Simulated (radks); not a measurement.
The numbers below are computed, except where a source is named.
Species: Re. Configuration: [Xe] 4f14 5d(3/2: 4, 5/2: 1) 6s2. Code: a radial shooting solver on a logarithmic mesh with Libxc functionals. Model: Dirac Kohn-Sham, relativistic LDA (MacDonald-Vosko exchange, VWN5 correlation), spin-unpolarised, spherical densities, finite nucleus; Fermi nuclear charge, rms radius 5.3698 fm.

Normalised radial functions P(r) = r R(r) (large component), r in bohr:

| r | 5p1/2 | 6s1/2 |
|---|---|---|
| 0.003076 | 0.0240 | 0.0442 |
| 0.004168 | 0.0349 | 0.0514 |
| 0.005649 | 0.0511 | 0.0573 |
| 0.007718 | 0.0755 | 0.0598 |
| 0.01046 | 0.1091 | 0.0555 |
| 0.01418 | 0.1536 | 0.0411 |
| 0.01921 | 0.2061 | 0.0136 |
| 0.02604 | 0.2552 | -0.0261 |
| 0.03529 | 0.2759 | -0.0686 |
| 0.04821 | 0.2266 | -0.0929 |
| 0.06534 | 0.0743 | -0.0699 |
| 0.08855 | -0.1646 | 0.0102 |
| 0.12 | -0.3673 | 0.1064 |
| 0.1626 | -0.3287 | 0.1247 |
| 0.2222 | 0.0570 | -0.0011 |
| 0.3011 | 0.4981 | -0.1644 |
| 0.4081 | 0.4989 | -0.1550 |
| 0.5531 | -0.0933 | 0.0767 |
| 0.7496 | -0.8153 | 0.2910 |
| 1.024 | -1.0936 | 0.2119 |
| 1.388 | -0.8319 | -0.1419 |
| 1.881 | -0.4063 | -0.5036 |
| 2.549 | -0.1258 | -0.6455 |
| 3.455 | -0.0228 | -0.5404 |
| 4.72 | -0.0019 | -0.3103 |
| 6.397 | -0.0001 | -0.1211 |
| 8.669 | 0.0000 | -0.0292 |

5p1/2: eigenvalue -54.620 eV, 3 radial nodes at r = 0.0724, 0.214, 0.533 bohr, <r> = 1.14 bohr, 90 % of the charge inside 1.66 bohr. 6s1/2: eigenvalue -6.044 eV, 5 radial nodes at r = 0.0215, 0.0858, 0.222, 0.508, 1.25 bohr, <r> = 3.08 bohr, 90 % of the charge inside 4.59 bohr.
